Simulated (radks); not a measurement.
Question: Tl I, 81 electrons, occupied as [Xe] 4f14 5d10 6p3 (not the ground configuration). Calculated with a radial shooting solver on a logarithmic mesh with Libxc functionals: Dirac Kohn-Sham, BLYP, spin-unpolarised, spherical densities, finite nucleus; open shells fill j = l - 1/2 first; Fermi nuclear charge, rms radius 5.4759 fm.

Spin-orbit splittings of the eigenvalues, e(l+1/2) - e(l-1/2), with zeta = 2 splitting/(2l+1) and mean radii in bohr:

| shell | occ. | splitting (eV) | zeta (eV) | <r> j=l-1/2 | <r> j=l+1/2 |
|---|---|---|---|---|---|
| 2p | 6 | 2066 | 1377 | 0.05589 | 0.06468 |
| 3p | 6 | ? | ? | 0.1674 | 0.1835 |
| 3d | 10 | 98.10 | 39.24 | 0.1595 | 0.1644 |
| 4p | 6 | 111.7 | 74.46 | 0.3931 | 0.4275 |
| 4d | 10 | 20.84 | 8.335 | 0.4334 | 0.4445 |
| 4f | 14 | 4.600 | 1.314 | 0.4646 | 0.4711 |
| 5p | 6 | 20.29 | 13.53 | 0.9410 | 1.035 |
| 5d | 10 | 2.235 | 0.8941 | 1.346 | 1.400 |
| 6p | 3 | 1.296 | 0.8640 | 3.151 | 3.650 |

Estimate the 3p splitting.

Answer: 459.3 eV (zeta = 306.2 eV).
